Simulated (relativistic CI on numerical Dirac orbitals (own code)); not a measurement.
## The spin-orbit constant of Er2+ from its measured fine structure

Problem. The ground term 3H of Er2+ (4f12 5p6) has the measured levels J = 4: 10785.5, J = 5: 6969.8, J = 6: 0.0 cm⁻¹ (Martin, Zalubas and Hagan, Atomic Energy Levels: The Rare-Earth Elements, NSRDS-NBS 60 (1978); measured levels as listed in Deprince et al., Eur. Phys. J. D 78, 105 (2024)). Test the interval rule and estimate ζ(4f).

Working.
1. In LS coupling E(J) − E(J − 1) = AJ. The intervals give A = -763.1 (J = 5), -1161.6 (J = 6) cm⁻¹.
2. These values spread by 41 % of their mean, from second-order spin-orbit mixing with other terms and from spin-spin terms.
3. The whole width divided by the sum of the upper J values gives a mean A = -980.5 cm⁻¹.
4. For the Hund term of a shell that is more than half full, A = −ζ/2S with 2S = 2, so ζ = 1961 cm⁻¹.

Check. The value calculated from Dirac-Coulomb-Breit radial functions of this configuration is ζ = 2259 cm⁻¹, 15 % above the estimate from measurement. The same recipe applied to the calculated levels returns 1912 cm⁻¹, which shows the bias of the recipe itself. Where the interval rule fails, the estimate is only rough.
